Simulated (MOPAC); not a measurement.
Input file for MOPAC: PM3 on FHOSi (SMILES O[Si]F), a point of a bond scan (R = 1.449 Å).

```
PM3 1SCF PRECISE CHARGE=0 THREADS=1
FHOSi

Si     0.00937425 1     0.00603277 1     0.61022733 1
F     -0.73513023 1     1.02562647 1    -0.41739903 1
O      0.73079075 1    -1.04612827 1    -0.42560613 1
H      0.59251447 1    -0.89604208 1    -1.85981043 1
```

The log:

```
*******************************************************************************
 **                                                                           **
 **                              MOPAC v23.2.5                                **
 **                                                                           **
 *******************************************************************************
 ** MOPAC's Digital Object Identifier: https://doi.org/10.5281/zenodo.6511958 **
 **                                                                           **
 ** Please cite the open-source release paper for use of this MOPAC version:  **
 ** J. E. Moussa and J. J. P. Stewart (2026)                                  **
 ** MOPAC: An open-source semiempirical molecular orbital program             **
 ** J. Open Source Softw., 11(119), 8025, https://doi.org/10.21105/joss.08025 **
 *******************************************************************************

                              PM3 CALCULATION RESULTS

 *******************************************************************************
 *  PM3        - The PM3 Hamiltonian to be used
 *
 *
 *
 *                 CHARGE ON SYSTEM = 0
 *
 *
 *
 *  PRECISE    - TIGHTER CRITERIA TO BE USED
 *  1SCF       - DO 1 SCF AND THEN STOP
 *  THREADS=1  - MULTI-THREADING NOT USED
 *  T=         - A TIME OF 172800.0 SECONDS REQUESTED
 *  DUMP=N     - RESTART FILE WRITTEN EVERY 7200.0 SECONDS REQUESTED
 *******************************************************************************
PM3 1SCF PRECISE CHARGE=0 THREADS=1
 FHOSi

   ATOM   CHEMICAL          X               Y               Z
  NUMBER   SYMBOL      (ANGSTROMS)     (ANGSTROMS)     (ANGSTROMS)

     1      Si          0.00937425  *   0.00603277  *   0.61022733  *
     2       F         -0.73513023  *   1.02562647  *  -0.41739903  *
     3       O          0.73079075  *  -1.04612827  *  -0.42560613  *
     4       H          0.59251447  *  -0.89604208  *  -1.85981043  *



          CARTESIAN COORDINATES

    NO.       ATOM           X           Y           Z

     1        Si          0.0094      0.0060      0.6102
     2         F         -0.7351      1.0256     -0.4174
     3         O          0.7308     -1.0461     -0.4256
     4         H          0.5925     -0.8960     -1.8598

  H: (PM3): J. J. P. STEWART, J. COMP. CHEM. 10, 209 (1989).
  O: (PM3): J. J. P. STEWART, J. COMP. CHEM. 10, 209 (1989).
  F: (PM3): J. J. P. STEWART, J. COMP. CHEM. 10, 209 (1989).
 Si: (PM3): J. J. P. STEWART, J. COMP. CHEM. 10, 209 (1989).

           Empirical Formula: H O Si F  =     4 atoms



      MOLECULAR POINT GROUP   :   Cs


      RHF CALCULATION, NO. OF DOUBLY OCCUPIED LEVELS = 9


 -------------------------------------------------------------------------------
 PM3 1SCF PRECISE CHARGE=0 THREADS=1
 FHOSi



     1SCF WAS SPECIFIED, SO BFGS WAS NOT USED
     SCF FIELD WAS ACHIEVED


                              PM3 CALCULATION
                                                       MOPAC v23.2.5 Linux




          FINAL HEAT OF FORMATION =        -87.62800 KCAL/MOL =    -366.63556 KJ/MOL


          COSMO AREA              =         92.94 SQUARE ANGSTROMS
          COSMO VOLUME            =         79.22 CUBIC ANGSTROMS

          IONIZATION POTENTIAL    =          8.355558 EV
          HOMO LUMO ENERGIES (EV) =         -8.356 -0.960
          NO. OF FILLED LEVELS    =          9
          MOLECULAR WEIGHT        =         64.0912         POINT GROUP:  Cs

          MOLECULAR DIMENSIONS (Angstroms)

            Atom       Atom       Distance
            H     4    F     2     2.74518
            F     2   Si     1     1.53782
            O     3    H     4     0.00000


          SCF CALCULATIONS        =          1





   ATOM   CHEMICAL          X               Y               Z
  NUMBER   SYMBOL      (ANGSTROMS)     (ANGSTROMS)     (ANGSTROMS)

     1      Si          0.00937425  *   0.00603277  *   0.61022733  *
     2       F         -0.73513023  *   1.02562647  *  -0.41739903  *
     3       O          0.73079075  *  -1.04612827  *  -0.42560613  *
     4       H          0.59251447  *  -0.89604208  *  -1.85981043  *

                             CARTESIAN COORDINATES

   1   Si        0.009374250     0.006032770     0.610227330
   2    F       -0.735130230     1.025626470    -0.417399030
   3    O        0.730790750    -1.046128270    -0.425606130
   4    H        0.592514470    -0.896042080    -1.859810430


           Empirical Formula: H O Si F  =     4 atoms



      MOLECULAR POINT GROUP   :   Cs


                  EIGENVALUES
 -33.52908 -21.16470 -16.44389 -15.86650 -15.75515 -15.03651 -12.64652 -12.29570
  -8.35556  -0.95973  -0.01934   2.12510   2.44729


              NET ATOMIC CHARGES AND DIPOLE CONTRIBUTIONS

  ATOM NO.   TYPE          CHARGE      No. of ELECS.   s-Pop       p-Pop
    1         Si           0.589165        3.4108     1.70139     1.70945
    2          F          -0.313690        7.3137     1.65427     5.65942
    3          O          -0.476232        6.4762     1.83061     4.64562
    4          H           0.200757        0.7992     0.79924
 DIPOLE           X         Y         Z       TOTAL
 POINT-CHG.     0.034     0.001     1.536     1.536
 HYBRID        -0.083     0.008    -3.431     3.432
 SUM           -0.049     0.009    -1.895     1.895


          ATOMIC ORBITAL ELECTRON POPULATIONS

     Atom    s        px        py        pz
    1 Si   1.70139   0.38879   0.44754   0.87312
    2  F   1.65427   1.89191   1.87962   1.88789
    3  O   1.83061   1.73391   1.70515   1.20657
    4  H   0.79924

 **********************
 *                    *
 * JOB ENDED NORMALLY *
 *                    *
 **********************




 == MOPAC DONE ==
```

The run finished.

Cost: roughly 0.020 core-seconds.
